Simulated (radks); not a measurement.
Species: W6+. Configuration: [Xe] 4f14. Calculated with a radial shooting solver on a logarithmic mesh with Libxc functionals: Dirac Kohn-Sham, PBE, spin-unpolarised, spherical densities, point nucleus.

Radial electron density D(r) = 4 pi r^2 rho(r):

| r (bohr) | D(r) (e/bohr) |
|---|---|
| 0.000891 | 6.608 |
| 0.001179 | 10.14 |
| 0.001547 | 15.17 |
| 0.002031 | 22.31 |
| 0.002688 | 32.42 |
| 0.003528 | 45.23 |
| 0.00463 | 60.72 |
| 0.006127 | 78.03 |
| 0.008042 | 93.33 |
| 0.01056 | 103.2 |
| 0.01385 | 104.5 |
| 0.01833 | 98.11 |
| 0.02406 | 92.86 |
| 0.03158 | 99.86 |
| 0.04179 | 120.8 |
| 0.05485 | 135.2 |
| 0.072 | 124.6 |
| 0.09526 | 105.6 |
| 0.125 | 113.1 |
| 0.1641 | 123.6 |
| 0.2172 | 92.52 |
| 0.285 | 63.93 |
| 0.3741 | 73.14 |
| 0.495 | 68.50 |
| 0.6498 | 40.16 |
| 0.8529 | 21.80 |
| 1.128 | 13.06 |
| 1.481 | 5.580 |
| 1.944 | 1.223 |
| 2.572 | 0.1046 |
| 3.377 | 0.003049 |

D(r) has 4 maxima, at r = 0.0126, 0.0566, 0.158, 0.418 bohr, and minima at 0.0245, 0.102, 0.294 bohr, inside which lie 2.03, 11.09, 29.83 electrons.
